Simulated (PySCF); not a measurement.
LaO, doublet, at a GFN2-xTB geometry (such geometries of metal compounds can be far from the true shape) (core potentials on La); SCAN/def2-SVP (PySCF).

Here is a job for PySCF.
```python
from pyscf import gto, scf, dft

mol = gto.Mole()
mol.atom = '''
    La   -0.000000   -0.000000   -0.248835
    O     0.000000    0.000000    1.772953
'''
mol.basis = 'def2-svp'
mol.ecp = {'La': 'def2-svp'}
mol.charge = 0
mol.spin = 1
mol.verbose = 5
mol.build()

mf = dft.UKS(mol)
mf.xc = 'scan'
mf.grids.level = 2
mf.kernel()
```

Output, abridged:

```
PySCF version 2.14.0

[INPUT] verbose = 5
[INPUT] max_memory = 4000
[INPUT] num. atoms = 2
[INPUT] num. electrons = 19
[INPUT] charge = 0
[INPUT] spin (= nelec alpha-beta = 2S) = 1
[INPUT] symmetry False subgroup None
[INPUT] Mole.unit = angstrom
[INPUT] Symbol           X                Y                Z      unit          X                Y                Z       unit  Magmom
[...]
[INPUT] ---------------- BASIS SET ----------------
[INPUT] l, kappa, [nprim/nctr], expnt,             c_1 c_2 ...
[INPUT] O
[...]
                                340.87010191      -0.03989003923
                                77.363135167      -0.17853911985
                                21.47964494       -0.46427684959
                                6.6589433124      -0.44309745172
[...]
                                3.863550544       0.23094120765
                                1.0480920883      0.51375311064
[...]
[INPUT] La
[...]
                                4.270978          0.8581248972
[...]
                                2.382095          0.517183646437
                                0.67246658081     -0.448231159953
                                0.32519427171     -0.588648439296
[...]
                                0.89049882672     0.251372362112
                                0.3294729104      0.446040682395
                                0.1339878883      0.448782771542
[...]
nuclear repulsion = 23.0328771171656
number of shells = 18
number of NR pGTOs = 81
number of NR cGTOs = 46
basis = def2-svp
ecp = {'La': 'def2-svp'}

******** <class 'pyscf.dft.uks.UKS'> ********
method = UKS
initial guess = minao
damping factor = 0
level_shift factor = 0
DIIS = <class 'pyscf.scf.diis.CDIIS'>
diis_start_cycle = 1
diis_space = 8
diis_damp = 0
SCF conv_tol = 1e-09
SCF conv_tol_grad = None
SCF max_cycles = 50
direct_scf = True
direct_scf_tol = 1e-13
number electrons alpha = 10  beta = 9
XC library pyscf.dft.libxc version 7.1.2
    S. Lehtola, C. Steigemann, M. J. T. Oliveira, and M. A. L. Marques,  SoftwareX 7, 1–5 (2018)
XC functionals = scan
    J. Sun, A. Ruzsinszky, and J. P. Perdew,  Phys. Rev. Lett. 115, 036402 (2015)
    J. Sun, A. Ruzsinszky, and J. P. Perdew,  Phys. Rev. Lett. 115, 036402 (2015)
radial grids:
    Treutler-Ahlrichs [JCP 102, 346 (1995); DOI:10.1063/1.469408] (M4) radial grids

becke partition: Becke, JCP 88, 2547 (1988); DOI:10.1063/1.454033
pruning grids: <function nwchem_prune>
grids dens level: 2
symmetrized grids: False
atomic radii adjust function: <function treutler_atomic_radii_adjust>
small_rho_cutoff = 0
Set gradient conv threshold to 3.16228e-05
Density of valence part of ANO basis will be used as initial guess for La
atom La rad-grids = 85, ang-grids = [ 50  50  50  50  50  50  50  50  50  50  50  50  50  50  50  50  50  50
  50  50  50  50  50  86  86  86  86  86  86  86  86  86  86  86  86  86
 266 266 266 266 266 266 266 266 266 302 302 302 302 302 302 302 302 302
 302 302 302 302 302 302 302 302 302 266 266 266 266 266 266 266 266 266
 266 266 266 266 266 266 266 266 266 266 266 266 266]
atom O rad-grids = 60, ang-grids = [ 50  50  50  50  50  50  50  50  50  50  50  50  50  50  50  50  50  50
  86  86  86  86  86  86  86  86 266 266 266 266 266 302 302 302 302 302
 302 302 302 302 302 302 302 302 302 302 302 266 266 266 266 266 266 266
 266 266 266 266 266 266]
tot_boxes 972, boxes in each direction [ 7  7 10]
Padding 2 grids
tot grids = 27160
nelec by numeric integration = [9.1331771 9.1331771]
E1 = -191.78077124422862  E2 = 65.26463968168717  Ecoul = 77.28993478821369  Exc = -12.025295106526519
init E= -103.483254445376
cond(S) = 378.00979558927315

  alpha mo_energy =
[-1.93978218e+01 -1.94032165e+00 -1.36495625e+00 -1.25972207e+00
 -1.25972207e+00 -1.14846580e+00 -6.62667518e-01 -6.62667518e-01
 -6.62076358e-01 -4.03359769e-01 -4.03357107e-01 -3.77154849e-01
 -3.77154849e-01 -3.60370323e-01 -2.77180500e-01 -1.82347300e-01
 -1.82347300e-01 -1.41287167e-01 -6.43453910e-02 -5.09657841e-02
 -5.09657841e-02 -4.71108547e-02 -4.71050563e-02 -2.46633281e-02
  9.51829831e-02  9.51829831e-02  1.09748984e-01  1.74275280e-01
  1.74277575e-01  1.87097106e-01  1.87097106e-01  2.14122998e-01
  2.14122998e-01  3.69519346e-01  5.23859442e-01  7.60799011e-01
  7.60799011e-01  7.84434818e-01  1.06417232e+00  2.26178721e+00
  2.26251497e+00  2.35331412e+00  2.35331412e+00  2.56883487e+00
  1.09617544e+01  3.32622651e+01]
  beta  mo_energy =
[-1.93978218e+01 -1.94032165e+00 -1.36495625e+00 -1.25972207e+00
 -1.25972207e+00 -1.14846580e+00 -6.62667518e-01 -6.62667518e-01
 -6.62076358e-01 -4.03359769e-01 -4.03357107e-01 -3.77154849e-01
 -3.77154849e-01 -3.60370323e-01 -2.77180500e-01 -1.82347300e-01
 -1.82347300e-01 -1.41287167e-01 -6.43453910e-02 -5.09657841e-02
 -5.09657841e-02 -4.71108547e-02 -4.71050563e-02 -2.46633281e-02
  9.51829831e-02  9.51829831e-02  1.09748984e-01  1.74275280e-01
  1.74277575e-01  1.87097106e-01  1.87097106e-01  2.14122998e-01
  2.14122998e-01  3.69519346e-01  5.23859442e-01  7.60799011e-01
  7.60799011e-01  7.84434818e-01  1.06417232e+00  2.26178721e+00
  2.26251497e+00  2.35331412e+00  2.35331412e+00  2.56883487e+00
  1.09617544e+01  3.32622651e+01]
multiplicity <S^2> = 0.75  2S+1 = 2
nelec by numeric integration = [9.99996428 8.99996427]
E1 = -208.57557563741875  E2 = 79.1726075903162  Ecoul = 92.8273293275449  Exc = -13.65472173722869
cycle= 1 E= -106.370090929937  delta_E= -2.89  |g|= 0.825  |ddm|= 7.45
  alpha mo_energy =
[-1.79165235e+01 -1.33312528e+00 -7.02735717e-01 -7.02735717e-01
 -6.79476909e-01 -2.68488156e-01 -6.88527518e-02 -3.75921315e-02
 -1.13670845e-02 -1.13670845e-02 -5.70177384e-03  1.32959586e-02
  3.44331083e-02  3.44331083e-02  8.82385376e-02  1.33696251e-01
  1.90073289e-01  1.99338121e-01  1.99917293e-01  2.12443912e-01
  2.12443912e-01  2.82791634e-01  2.82791634e-01  4.01642322e-01
  4.01642322e-01  4.03892065e-01  4.90949685e-01  5.48908216e-01
  5.48908216e-01  5.64114277e-01  5.99020885e-01  7.10023865e-01
[...]
  2.72384228e+00  2.82162734e+00  2.82162734e+00  3.04068620e+00
  1.17219665e+01  3.36523196e+01]
multiplicity <S^2> = 0.75502842  2S+1 = 2.0050221
nelec by numeric integration = [9.99997549 8.99997426]
E1 = -202.5664604825056  E2 = 72.8047272757577  Ecoul = 85.59905217043625  Exc = -12.794324894678546
cycle= 11 E= -106.728856089582  delta_E= -6.75e-09  |g|= 3.84e-05  |ddm|= 0.00034
  alpha mo_energy =
[-1.88687981e+01 -1.48556768e+00 -8.90674553e-01 -8.38155255e-01
 -8.38155255e-01 -6.87060026e-01 -2.22913450e-01 -2.22913450e-01
 -2.17581989e-01 -1.35937455e-01 -9.89333024e-02 -9.89031872e-02
 -6.07095636e-02 -6.07095636e-02 -3.73163150e-02  1.12882864e-03
  1.12882864e-03  5.43720968e-02  8.12689362e-02  1.21473049e-01
  1.21509662e-01  1.34385007e-01  1.34385007e-01  1.90663251e-01
  3.28836627e-01  3.28836627e-01  3.90316851e-01  4.71025274e-01
  4.71025274e-01  4.84301112e-01  4.84339299e-01  5.47949028e-01
  5.47949028e-01  6.71881830e-01  8.73237747e-01  1.13429494e+00
  1.13429494e+00  1.13512214e+00  1.46696701e+00  2.72931005e+00
  2.72993188e+00  2.82641020e+00  2.82641020e+00  3.04490897e+00
  1.17168676e+01  3.36528847e+01]
  beta  mo_energy =
[-1.88713208e+01 -1.48067125e+00 -8.89724075e-01 -8.32607018e-01
 -8.32607018e-01 -6.88917500e-01 -2.25130356e-01 -2.25130356e-01
 -2.18488113e-01 -8.61380079e-02 -7.09052944e-02 -7.08915772e-02
 -3.86240298e-02 -3.86240298e-02 -2.15719464e-02  8.72373544e-03
  8.72373544e-03  4.73846525e-02  7.91871343e-02  1.13860617e-01
  1.13890867e-01  1.27827588e-01  1.27827588e-01  1.86429392e-01
  3.48802585e-01  3.48802585e-01  4.07504818e-01  5.01065827e-01
  5.01065827e-01  5.03954482e-01  5.04071371e-01  5.62985865e-01
  5.62985865e-01  6.75747268e-01  8.74522518e-01  1.13145372e+00
  1.13145372e+00  1.13299937e+00  1.46354096e+00  2.72333127e+00
  2.72383285e+00  2.82161978e+00  2.82161978e+00  3.04067977e+00
  1.17219793e+01  3.36523321e+01]
multiplicity <S^2> = 0.75503493  2S+1 = 2.0050286
nelec by numeric integration = [9.99997549 8.99997426]
E1 = -202.56663245981667  E2 = 72.80489925178237  Ecoul = 85.5992433844427  Exc = -12.794344132660324
cycle= 12 E= -106.728856090869  delta_E= -1.29e-09  |g|= 1.45e-05  |ddm|= 6.99e-05
  alpha mo_energy =
[-1.88687927e+01 -1.48556790e+00 -8.90672821e-01 -8.38155186e-01
 -8.38155186e-01 -6.87055596e-01 -2.22908019e-01 -2.22908019e-01
 -2.17577465e-01 -1.35936390e-01 -9.89337012e-02 -9.89018308e-02
 -6.07084110e-02 -6.07084110e-02 -3.73147725e-02  1.12989259e-03
  1.12989259e-03  5.43724621e-02  8.12682725e-02  1.21474651e-01
  1.21510970e-01  1.34385410e-01  1.34385410e-01  1.90664027e-01
  3.28836953e-01  3.28836953e-01  3.90314922e-01  4.71025205e-01
  4.71025205e-01  4.84298770e-01  4.84337883e-01  5.47947570e-01
  5.47947570e-01  6.71881289e-01  8.73239174e-01  1.13430133e+00
  1.13430133e+00  1.13512625e+00  1.46697250e+00  2.72931984e+00
  2.72994167e+00  2.82641843e+00  2.82641843e+00  3.04491669e+00
  1.17168662e+01  3.36528837e+01]
  beta  mo_energy =
[-1.88713218e+01 -1.48066935e+00 -8.89723515e-01 -8.32604735e-01
 -8.32604735e-01 -6.88919397e-01 -2.25132447e-01 -2.25132447e-01
 -2.18490101e-01 -8.61352923e-02 -7.09025628e-02 -7.08883603e-02
 -3.86215032e-02 -3.86215032e-02 -2.15695675e-02  8.72554928e-03
  8.72554928e-03  4.73870939e-02  7.91898730e-02  1.13863260e-01
  1.13893444e-01  1.27829857e-01  1.27829857e-01  1.86430912e-01
  3.48806125e-01  3.48806125e-01  4.07508845e-01  5.01069732e-01
  5.01069732e-01  5.03959605e-01  5.04076317e-01  5.62990576e-01
  5.62990576e-01  6.75749701e-01  8.74524827e-01  1.13145077e+00
  1.13145077e+00  1.13299777e+00  1.46353959e+00  2.72332520e+00
  2.72382680e+00  2.82161506e+00  2.82161506e+00  3.04067546e+00
  1.17219808e+01  3.36523320e+01]
multiplicity <S^2> = 0.75504251  2S+1 = 2.0050362
nelec by numeric integration = [9.99997549 8.99997426]
E1 = -202.56658545756605  E2 = 72.80485224916882  Ecoul = 85.5991921405197  Exc = -12.79433989135088
cycle= 13 E= -106.728856091232  delta_E= -3.63e-10  |g|= 2.42e-06  |ddm|= 6.08e-05
  alpha mo_energy =
[-1.88687912e+01 -1.48556854e+00 -8.90672843e-01 -8.38155940e-01
 -8.38155940e-01 -6.87055012e-01 -2.22907319e-01 -2.22907319e-01
 -2.17576972e-01 -1.35936617e-01 -9.89341971e-02 -9.89023080e-02
 -6.07088470e-02 -6.07088470e-02 -3.73153423e-02  1.12983266e-03
  1.12983266e-03  5.43721624e-02  8.12680873e-02  1.21474147e-01
  1.21510468e-01  1.34384698e-01  1.34384698e-01  1.90663565e-01
  3.28836494e-01  3.28836494e-01  3.90314189e-01  4.71024555e-01
  4.71024555e-01  4.84297988e-01  4.84337084e-01  5.47947356e-01
  5.47947356e-01  6.71881177e-01  8.73238757e-01  1.13430224e+00
  1.13430224e+00  1.13512656e+00  1.46697266e+00  2.72932136e+00
  2.72994318e+00  2.82641939e+00  2.82641939e+00  3.04491754e+00
  1.17168657e+01  3.36528833e+01]
  beta  mo_energy =
[-1.88713208e+01 -1.48066985e+00 -8.89723500e-01 -8.32605325e-01
 -8.32605325e-01 -6.88919300e-01 -2.25132337e-01 -2.25132337e-01
 -2.18489566e-01 -8.61358009e-02 -7.09031303e-02 -7.08889533e-02
 -3.86218862e-02 -3.86218862e-02 -2.15701746e-02  8.72536950e-03
  8.72536950e-03  4.73870826e-02  7.91896988e-02  1.13862923e-01
  1.13893116e-01  1.27829474e-01  1.27829474e-01  1.86430577e-01
  3.48805753e-01  3.48805753e-01  4.07508583e-01  5.01069097e-01
  5.01069097e-01  5.03959314e-01  5.04076047e-01  5.62990280e-01
  5.62990280e-01  6.75749298e-01  8.74524691e-01  1.13145071e+00
  1.13145071e+00  1.13299841e+00  1.46353980e+00  2.72332514e+00
  2.72382674e+00  2.82161551e+00  2.82161551e+00  3.04067592e+00
  1.17219804e+01  3.36523316e+01]
multiplicity <S^2> = 0.75504292  2S+1 = 2.0050366
nelec by numeric integration = [9.99997549 8.99997426]
E1 = -202.56654529120527  E2 = 72.80481208282218  Ecoul = 85.59914708670206  Exc = -12.794335003879882
Extra cycle  E= -106.728856091217  delta_E= 1.42e-11  |g|= 7.19e-06  |ddm|= 9.94e-06
converged SCF energy = -106.728856091217  <S^2> = 0.75504292  2S+1 = 2.0050366
```
